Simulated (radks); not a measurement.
Results of a calculation; reference values are marked as such.
How relativity changes the ionisation of neutral osmium ([Xe] 4f14 5d6 6s2) to Os+ ([Xe] 4f14 5d6 6s1). Spin-unpolarised spherical Kohn-Sham, PBE, point nucleus unless stated (finite: rms radius 5.4126 fm), a radial shooting solver on a logarithmic mesh with Libxc functionals. A level marked "c x" has the speed of light scaled by that factor and shares open shells by 2j + 1; other Dirac levels either fill j = l - 1/2 first or share by 2j + 1.

level                               E(Os) (hartree)  E(Os+) (hartree)  IE (eV)   HOMO  <r> HOMO (bohr)
non-rel.                                -16294.2605       -16293.9637    8.078     6s            3.350
scalar-rel.                             -17253.8536       -17253.5017    9.577     6s            2.980
scalar-rel., finite nucleus             -17250.7248       -17250.3730    9.573     6s            2.981
Dirac, 2j+1 shares                      -17281.7723       -17281.4200    9.585  5d5/2            1.854
Dirac, low j first                      -17281.8335       -17281.4838    9.514  5d5/2            1.865
Dirac, 2j+1 shares, finite nucleus      -17278.6117       -17278.2596    9.581  5d5/2            1.854
Dirac, c x 0.85                         -17770.8216       -17770.4367   10.475  5d5/2            1.905
Dirac, c x 2                            -16511.8951       -16511.5872    8.377  6s1/2            3.264
Dirac, c x 10                           -16302.6645       -16302.3672    8.089  6s1/2            3.347

NIST Atomic Spectra Database: 8.438 eV (measured). The relativistic part of the total energy of Os is -984.4 hartree (Dirac, 2j+1 shares, finite nucleus), 6 % of the non-relativistic value. Spin polarisation and multiplet splitting of open shells are left out at every level.

Beside tabulated values, note that relativity, absent from the non-relativistic runs, is large for the heavy elements, and spin-unpolarised runs miss the spin-polarisation part of the exchange energy of open shells.
